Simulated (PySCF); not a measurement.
PySCF input file for In(PH2)3 (H₆InP₃), SMILES [PH2][In]([PH2])[PH2], PBE-D3(BJ)/def2-SVP. Geometry: PBE-D3(BJ)/def2-SVP. The def2 effective core potentials stand for the cores of In; spin–orbit coupling is left out. The values are those of a single conformer.

```python
import numpy as np
from pyscf import gto, scf, dft, df
from pyscf.hessian import thermo

mol = gto.M(
    atom='''
    In    0.01093432    0.00210662    0.00000000
    P     0.11077642   -2.54655908   -0.00000037
    H    -0.87834398   -2.63026752    1.04702269
    H    -0.87834398   -2.63026722   -1.04702345
    P    -0.12909044    1.26839805    2.20809912
    H     0.86585682    0.41533914    2.81115590
    H     0.85012977    2.23653286    1.77816339
    P    -0.12909044    1.26839870   -2.20809874
    H     0.85012976    2.23653338   -1.77816274
    H     0.86585683    0.41533995   -2.81115578
    ''',
    basis='def2-SVP',
    ecp={'In': 'def2-svp'},
    charge=0,
    spin=0,
    max_memory=1600,
    verbose=3,
)
mf = dft.RKS(mol, xc='pbe').density_fit(auxbasis='def2-universal-jkfit')
mf.disp = 'd3bj'
mf.grids.level = 3
mf.conv_tol = 1e-11
mf.max_cycle = 100
mf.kernel()

# [left out here: the lines that compute and print the analytic Hessian (its translational invariance restored by hand, since the grid's response is missing), thermochemistry and intensities]
```

Output:

```
converged SCF energy = -1217.02258968582

WARN: DFTD3 does not support analytical Hessian, using finite difference


WARN: Mole.unit (angstrom) is changed to Bohr

Mode                                 0                   1                   2
Irrep
Freq [cm^-1]                       61.7451             62.3136             71.9517
Reduced mass [au]                   9.8484             11.3128             10.4953
Force const [Dyne/A]                0.0221              0.0259              0.0320
Char temp [K]                      88.8375             89.6554            103.5224
Normal mode                   x     y     z       x     y     z       x     y     z
       0  In                -0.00  0.00  0.04    0.01 -0.04  0.00    0.06  0.01 -0.00
       1   P                 0.00  0.00 -0.12   -0.00 -0.04 -0.00   -0.07 -0.00  0.00
       2   H                 0.11 -0.10 -0.03   -0.00 -0.03 -0.00   -0.08  0.08 -0.00
       3   H                -0.11  0.10 -0.03   -0.01 -0.03  0.00   -0.08  0.08  0.00
       4   P                -0.00  0.07 -0.01   -0.02  0.08 -0.07   -0.07 -0.02  0.00
       5   H                -0.07  0.04  0.07   -0.10  0.07  0.05   -0.07  0.02  0.06
       6   H                 0.07 -0.01 -0.02    0.06 -0.01 -0.09   -0.09  0.04  0.08
       7   P                 0.00 -0.07 -0.01   -0.02  0.08  0.07   -0.07 -0.02 -0.00
       8   H                -0.07  0.01 -0.02    0.06 -0.01  0.09   -0.09  0.04 -0.08
       9   H                 0.07 -0.04  0.07   -0.10  0.07 -0.05   -0.07  0.02 -0.06
Mode                                 3                   4                   5
Irrep
Freq [cm^-1]                       88.0712             93.0768             98.7377
Reduced mass [au]                   1.0310              1.0506              1.0340
Force const [Dyne/A]                0.0047              0.0054              0.0059
Char temp [K]                     126.7148            133.9168            142.0616
Normal mode                   x     y     z       x     y     z       x     y     z
       0  In                -0.00 -0.00 -0.01   -0.00 -0.00  0.00    0.00 -0.01 -0.00
       1   P                 0.00 -0.00  0.01    0.00 -0.00  0.02   -0.02 -0.01  0.00
       2   H                 0.31  0.02  0.31   -0.40  0.02 -0.36   -0.02  0.01 -0.00
       3   H                -0.31 -0.02  0.31    0.40 -0.02 -0.36   -0.02  0.01  0.00
       4   P                -0.00 -0.00 -0.01    0.02  0.02 -0.01    0.01  0.00 -0.00
       5   H                -0.28 -0.23  0.12   -0.21 -0.17  0.10    0.36  0.29 -0.17
       6   H                 0.28 -0.22  0.13    0.25 -0.19  0.07   -0.35  0.28 -0.19
       7   P                 0.00  0.00 -0.01   -0.02 -0.02 -0.01    0.01  0.00  0.00
       8   H                -0.28  0.22  0.13   -0.25  0.19  0.07   -0.35  0.28  0.19
       9   H                 0.28  0.23  0.12    0.21  0.17  0.10    0.36  0.29  0.17
Mode                                 6                   7                   8
Irrep
Freq [cm^-1]                      242.7045            295.0283            295.9057
Reduced mass [au]                  13.2283             14.2690             14.8985
Force const [Dyne/A]                0.4591              0.7318              0.7686
Char temp [K]                     349.1977            424.4801            425.7425
Normal mode                   x     y     z       x     y     z       x     y     z
       0  In                 0.00  0.00  0.00    0.00 -0.05  0.00    0.00 -0.00 -0.05
       1   P                 0.00 -0.10  0.00   -0.00  0.12  0.00   -0.00  0.00 -0.00
       2   H                -0.00 -0.08 -0.00    0.00  0.12  0.00   -0.00  0.02 -0.00
       3   H                -0.00 -0.08  0.00    0.00  0.12 -0.00    0.00 -0.02 -0.00
       4   P                -0.00  0.05  0.09   -0.00  0.03  0.05   -0.00  0.05  0.09
       5   H                -0.00  0.04  0.08   -0.00  0.04  0.07    0.00  0.05  0.08
       6   H                 0.00  0.04  0.08    0.00  0.02  0.04    0.00  0.05  0.10
       7   P                -0.00  0.05 -0.09   -0.00  0.03 -0.05    0.00 -0.05  0.09
       8   H                 0.00  0.04 -0.08    0.00  0.02 -0.04   -0.00 -0.05  0.10
       9   H                -0.00  0.04 -0.08   -0.00  0.04 -0.07   -0.00 -0.05  0.08
Mode                                 9                  10                  11
Irrep
Freq [cm^-1]                      497.9176            500.8788            543.6468
Reduced mass [au]                   1.0826              1.0699              1.0246
Force const [Dyne/A]                0.1581              0.1581              0.1784
Char temp [K]                     716.3925            720.6531            782.1867
Normal mode                   x     y     z       x     y     z       x     y     z
       0  In                 0.00 -0.00  0.00   -0.00  0.00 -0.00    0.00  0.00 -0.00
       1   P                 0.00 -0.00  0.00    0.02 -0.03 -0.00   -0.00  0.00  0.01
       2   H                 0.01 -0.06  0.01   -0.08  0.55 -0.03   -0.00 -0.41 -0.02
       3   H                -0.01  0.06  0.01   -0.08  0.55  0.03    0.00  0.41 -0.02
       4   P                -0.02  0.02  0.02   -0.01  0.01  0.01    0.00  0.01 -0.01
       5   H                 0.08 -0.25 -0.49    0.03 -0.11 -0.21   -0.01 -0.17 -0.24
       6   H                 0.07 -0.21 -0.31    0.06 -0.17 -0.25   -0.02  0.22  0.43
       7   P                 0.02 -0.02  0.02   -0.01  0.01 -0.01   -0.00 -0.01 -0.01
       8   H                -0.07  0.21 -0.31    0.06 -0.17  0.25    0.02 -0.22  0.43
       9   H                -0.08  0.25 -0.49    0.03 -0.11  0.21    0.01  0.17 -0.24
Mode                                12                  13                  14
Irrep
Freq [cm^-1]                      561.7406            604.9411            607.2202
Reduced mass [au]                   1.1225              1.0420              1.0430
Force const [Dyne/A]                0.2087              0.2247              0.2266
Char temp [K]                     808.2196            870.3756            873.6547
Normal mode                   x     y     z       x     y     z       x     y     z
       0  In                 0.01  0.00  0.00   -0.00  0.00  0.01    0.00 -0.01  0.00
       1   P                -0.02  0.03 -0.00   -0.00  0.00 -0.02    0.00 -0.00 -0.00
       2   H                 0.05 -0.38  0.03   -0.01  0.56  0.01   -0.00 -0.00 -0.00
       3   H                 0.05 -0.38 -0.03    0.01 -0.56  0.01   -0.00 -0.00  0.00
       4   P                -0.02  0.01  0.02    0.00  0.01 -0.01   -0.00  0.02 -0.01
       5   H                 0.06 -0.14 -0.31    0.01 -0.14 -0.23    0.03 -0.27 -0.46
       6   H                 0.07 -0.23 -0.35   -0.01  0.15  0.27   -0.01  0.20  0.39
       7   P                -0.02  0.01 -0.02   -0.00 -0.01 -0.01   -0.00  0.02  0.01
       8   H                 0.07 -0.23  0.35    0.01 -0.15  0.27   -0.01  0.20 -0.39
       9   H                 0.06 -0.14  0.31   -0.01  0.14 -0.23    0.03 -0.27  0.46
Mode                                15                  16                  17
Irrep
Freq [cm^-1]                     1044.5528           1046.0546           1051.9637
Reduced mass [au]                   1.0392              1.0386              1.0386
Force const [Dyne/A]                0.6680              0.6696              0.6772
Char temp [K]                    1502.8788           1505.0396           1513.5416
Normal mode                   x     y     z       x     y     z       x     y     z
       0  In                -0.00  0.00  0.00   -0.00  0.00 -0.00    0.00 -0.00 -0.00
       1   P                -0.00 -0.00  0.00   -0.03 -0.01  0.00   -0.01 -0.00  0.00
       2   H                 0.00 -0.00 -0.00    0.45  0.10  0.44    0.19  0.04  0.19
       3   H                -0.00  0.00 -0.00    0.45  0.10 -0.44    0.19  0.04 -0.19
       4   P                -0.02 -0.00 -0.01   -0.01 -0.00 -0.00    0.02  0.00  0.01
       5   H                 0.34  0.34 -0.09    0.14  0.13 -0.04   -0.32 -0.31  0.09
       6   H                 0.35 -0.25  0.24    0.14 -0.09  0.10   -0.32  0.23 -0.22
       7   P                 0.02  0.00 -0.01   -0.01 -0.00  0.00    0.02  0.00 -0.01
       8   H                -0.35  0.25  0.24    0.14 -0.09 -0.10   -0.32  0.23  0.22
       9   H                -0.34 -0.34 -0.09    0.14  0.13  0.04   -0.32 -0.31 -0.09
Mode                                18                  19                  20
Irrep
Freq [cm^-1]                     2304.4092           2304.9646           2305.8320
Reduced mass [au]                   1.0358              1.0358              1.0358
Force const [Dyne/A]                3.2409              3.2424              3.2449
Char temp [K]                    3315.5317           3316.3309           3317.5789
Normal mode                   x     y     z       x     y     z       x     y     z
       0  In                 0.00 -0.00  0.00   -0.00  0.00  0.00   -0.00  0.00  0.00
       1   P                 0.03  0.00  0.00   -0.00 -0.00  0.00   -0.01 -0.00 -0.00
       2   H                -0.45 -0.05  0.51    0.00  0.00 -0.00    0.09  0.01 -0.10
       3   H                -0.45 -0.05 -0.51    0.00  0.00  0.00    0.09  0.01  0.10
       4   P                -0.00 -0.00 -0.00   -0.02 -0.00 -0.00   -0.02 -0.00 -0.00
       5   H                 0.07 -0.06  0.04    0.32 -0.29  0.21    0.33 -0.30  0.22
       6   H                 0.06  0.07 -0.03    0.33  0.34 -0.15    0.31  0.33 -0.14
       7   P                -0.00 -0.00  0.00    0.02  0.00 -0.00   -0.02 -0.00  0.00
       8   H                 0.06  0.06  0.03   -0.33 -0.34 -0.15    0.31  0.33  0.14
       9   H                 0.06 -0.06 -0.04   -0.32  0.29  0.21    0.33 -0.30 -0.21
Mode                                21                  22                  23
Irrep
Freq [cm^-1]                     2324.8475           2325.8776           2326.6043
Reduced mass [au]                   1.0413              1.0412              1.0412
Force const [Dyne/A]                3.3159              3.3185              3.3206
Char temp [K]                    3344.9380           3346.4201           3347.4655
Normal mode                   x     y     z       x     y     z       x     y     z
       0  In                 0.00 -0.00 -0.00    0.00  0.00 -0.00   -0.00  0.00  0.00
       1   P                 0.00  0.00 -0.03    0.00  0.00 -0.02    0.00 -0.00  0.00
       2   H                -0.38 -0.04  0.40   -0.29 -0.03  0.30   -0.00 -0.00  0.00
       3   H                 0.38  0.04  0.40    0.29  0.03  0.30   -0.00 -0.00 -0.00
       4   P                 0.00 -0.01  0.01   -0.00  0.02 -0.01    0.00  0.02 -0.01
       5   H                -0.21  0.18 -0.13    0.27 -0.23  0.17    0.33 -0.28  0.20
       6   H                 0.20  0.20 -0.09   -0.26 -0.26  0.11   -0.34 -0.34  0.15
       7   P                -0.00  0.01  0.01    0.00 -0.02 -0.01    0.00  0.02  0.01
       8   H                -0.20 -0.20 -0.09    0.26  0.26  0.11   -0.34 -0.34 -0.15
       9   H                 0.21 -0.18 -0.13   -0.27  0.23  0.17    0.33 -0.28 -0.20
temperature 298.1500 [K]
pressure 101325.00 [Pa]
Rotational constants [GHz] 1.52754 1.52132 0.77542
Symmetry number 1
Zero-point energy (ZPE) 0.04935 [Eh]   129561.467 [J/mol]
                           tot       elec      trans        rot        vib
Entropy [J/mol/K]       432.570      0.000    175.656    123.714    133.200
Cv [J/mol/K]            128.398      0.000     12.472     12.472    103.455
Cp [J/mol/K]            136.713      0.000     20.786     12.472    103.455
Internal energy [J/mol]                      3718.434   3718.434 148549.118
Internal energy [Eh]   -1216.96318  -1217.02259
Enthalpy [J/mol]                             6197.391   3718.434 148549.118
Enthalpy [Eh]          -1216.96223
Gibbs free energy [J/mol]                  -46174.508 -33166.917 108835.562
Gibbs free energy [Eh] -1217.01136
mode   freq/cm-1   IR/(km/mol)
   1       61.75         6.112
   2       62.31         4.966
   3       71.95         4.609
   4       88.07         2.564
   5       93.08         0.542
   6       98.74         3.590
   7      242.70         0.002
   8      295.03        22.784
   9      295.91        23.198
  10      497.92         0.199
  11      500.88         0.010
  12      543.65         0.172
  13      561.74         3.962
  14      604.94         5.901
  15      607.22         6.365
  16     1044.55        12.121
  17     1046.05        32.685
  18     1051.96         8.187
  19     2304.41        15.721
  20     2304.96         5.297
  21     2305.83        71.688
  22     2324.85         5.134
  23     2325.88        51.787
  24     2326.60        60.627
max |gradient| / (hartree/bohr): 6.321055946623041e-05
APT charges: [ 0.9367 -0.1424 -0.085  -0.085  -0.1498 -0.0796 -0.0828 -0.1498 -0.0828
 -0.0796]
```

The run converged.
